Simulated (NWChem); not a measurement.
Species: GaHOBrCl; SMILES [OH][Ga]([Cl])[Br]

```xyz
5

Ga     0.3779    -0.4214     0.0000
Cl    -0.9319    -2.1307     0.0000
Br    -0.4445     1.6990     0.0000
O      2.1518    -0.6492     0.0000
H      2.3777    -1.5999     0.0000
```
Atoms are numbered in this order, from 1.

Program: NWChem. Pople sets run with spherical d functions. All runs use the structure optimised with PBE-D3(BJ)/def2-SVP. Vzz is the largest principal value of the second derivative of the potential at the nucleus (NWChem prints the opposite sign); η is the asymmetry. Non-relativistic.

| level | Vzz Ga1 (a.u.) | η Ga1 | Vzz Cl2 (a.u.) | η Cl2 | Vzz Br3 (a.u.) | η Br3 | Vzz O4 (a.u.) | η O4 |
|---|---|---|---|---|---|---|---|---|
| PBE0/def2-SVP | 1.490 | 0.35 | 2.003 | 0.16 | 4.458 | 0.19 | 1.268 | 0.78 |
| PBE0/cc-pVTZ | (withheld) | 0.41 | 1.974 | 0.20 | (withheld) | 0.21 | (withheld) | 0.79 |
| PBE/6-31G* | 1.331 | 0.44 | 2.087 | 0.18 | 4.561 | 0.19 | 1.155 | 0.88 |
| PBE/cc-pVTZ | 1.784 | 0.43 | 1.979 | 0.21 | 4.360 | 0.21 | 1.200 | 0.80 |

Task: Some entries are withheld; supply them.

Result: 
- PBE0/cc-pVTZ, Vzz Ga1 (a.u.): 1.999
- PBE0/cc-pVTZ, Vzz Br3 (a.u.): 4.293
- PBE0/cc-pVTZ, Vzz O4 (a.u.): 1.234
